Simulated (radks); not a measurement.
Q: Coherent X-ray form factor from a spherical all-electron density. Calculated with a radial shooting solver on a logarithmic mesh with Libxc functionals: scalar-relativistic Kohn-Sham, r2SCAN, spin-polarised, spherical densities, finite nucleus; meta-GGA in the generalised Kohn-Sham scheme; Fermi nuclear charge, rms radius of each element as measured or else 0.836 A^(1/3) + 0.57 fm.

sin(theta)/lambda (1/angstrom)  f0 (electrons)
0.05                                    36.563
0.1                                     35.337
0.15                                    33.539
0.2                                     31.434
0.25                                    29.259
0.3                                     27.182
0.4                                     23.627
0.5                                     20.880
0.6                                     18.673
0.8                                     14.985
1                                       11.884
1.25                                     9.013
1.5                                      7.241
2                                        5.553

The species is in the configuration that NIST lists as its ground one. Which atom or ion scatters so?

A: The zirconium ion Zr3+, [Kr] 4d1. Extrapolating in s^2 from the first two rows gives f0(0) = 37.0, near the electron count 37; among species with that count, the fall with angle is slower the higher Z, and the table is that of Z = 40; from so few rows the species is fixed only to a neighbour or two.
